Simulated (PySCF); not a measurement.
# Electronic structure of Os³⁺ (osmium, charge +3) at the UHF level

Configuration: [Xe] 4f14 5d5, high-spin 6S determinant. Computed with PySCF 2.14 in aug-cc-pVQZ-PP with ECP60MDF (7s7p6d4f3g2h, 135 functions), with a scalar-relativistic core potential.

```
Total energy             : -88.328818 hartree
One-electron energy      : -138.3956 hartree
Hartree (Coulomb) energy : 58.1847 hartree
Exchange energy          : -8.1179 hartree
⟨S²⟩                     : 8.7522
⟨L²⟩                     : 0.000
Sum of ⟨r⟩               : 17.25 bohr
Sum of ⟨r²⟩              : 26.30 bohr²
```

```tsv
shell	electrons	mean orbital energy (eV)	rms radius, mean of both spins (bohr)
5s α	1	-141.17	1.09
5s β	1	-134.00	1.09
5p α	3	-97.069	1.25
5p β	3	-86.846	1.25
5d α	5	-42.850	1.71
```

Energies and moments cover only the electrons outside the core potential. Spin-orbit coupling, which splits the p, d and f shells strongly at this Z, is absent.
